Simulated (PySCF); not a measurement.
**Spin states of MoH**

Unrestricted PBE0; Mo cc-pVDZ-PP with ECP28, H cc-pVDZ; scalar-relativistic core potentials (PySCF 2.14). Outer shells of the fragments: Mo 4d5 5s1; H 1s1.

Followed along the bond (rough minima from three points):

```tsv
2Ms+1	unpaired	⟨S²⟩ at the start	R at minimum (Å)	Te (eV)
6	σ ↑, π ↑↑, δ ↑↑	8.77	1.72	0.00
4	π ↑↑, δ ↑	4.73	1.68	1.26
4	σ ↑, π ↑↑, δ ↑↓	4.76	1.71	1.62
2	σ ↓, π ↑↑, δ ↑↓	2.75	1.70	2.03
```

Solutions found at the starting distance of 1.615 Å, counted from the lowest of them; the search is not exhaustive and high or unbound solutions are not listed, so other states can lie among these:

```tsv
2Ms+1	unpaired	term	E (eV)	⟨S²⟩	⟨Lz²⟩	μ (D)
6	σ ↑, π ↑↑, δ ↑↑	⁶Σ⁺	0.00	8.77	0.00	-2.32
4	π ↑↑, δ ↑	mixed	1.25	4.73	3.80	-2.35
4	σ ↑, π ↑↑, δ ↑↓	mixed	1.60	4.76	8.01	-2.08
4	π ↑↑, δ ↑	⁴Δ	1.98	3.77	4.00	-1.97
2	σ ↓, π ↑↑, δ ↑↓	mixed	2.01	2.75	8.01	-2.29
4	π ↑, δ ↑↑	mixed	2.07	3.78	1.67	-2.22
4	π ↑↑, δ ↑	⁴Δ	2.59	3.76	4.01	-2.78
6	σ ↑↑, π ↑, δ ↑↑	⁶Π	2.66	8.75	1.00	0.70
4	π ↑, δ ↑↑	mixed	2.66	3.76	2.64	-2.31
2	σ ↓, π ↑↑	mixed	2.68	1.75	8.00	-2.29
```

A term symbol is given only where ⟨S²⟩ and ⟨Lz²⟩ are close to those of a pure state; real π, δ and φ orbitals otherwise mix terms. A positive dipole means Mo(−)H(+).

Spin–orbit coupling is left out. With d or f electrons several states lie close, and the lowest PBE0 determinant need not be the measured ground state.
